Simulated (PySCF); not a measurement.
**Diatomics of Li with the alkali metals**

PBE0 with double-zeta basis sets in PySCF, for the lowest determinant that a PBE0 search found; no spin–orbit coupling. De refers to high-spin ground-configuration atoms. A positive dipole means M(−)Li(+).

```
 M          basis  state (unpaired electrons)  Re (Å)  ωe (cm⁻¹)  De (eV)  μ (D)
Li      def2-SVPD      singlet (closed shell)   2.787        329     0.85    n/a
Na  jorge-DZP-DKH      singlet (closed shell)   2.917        253     0.74  -0.38
 K     x2c-SVPall      singlet (closed shell)   3.423        203     0.65  -3.08
Rb       def2-SVP      singlet (closed shell)   3.569        185     0.61  -3.60
Cs       def2-SVP      singlet (closed shell)   3.789        174     0.60  -4.84
```

The shortest bond is that of Li2 (2.787 Å), the longest that of CsLi (3.789 Å).

The rows differ in basis set, which adds steps of its own.

Relativity is treated differently too: Li no relativity; Na spin-free X2C; K spin-free X2C; Rb scalar-relativistic core potentials; Cs scalar-relativistic core potentials.

Down a group bonds as a rule get longer and wavenumbers fall, partly through the reduced mass; this series shows no clear exception.

Closed-shell solutions of metal pairs were not tested for spin polarisation, which can lower them a little. Spin–orbit coupling is left out.
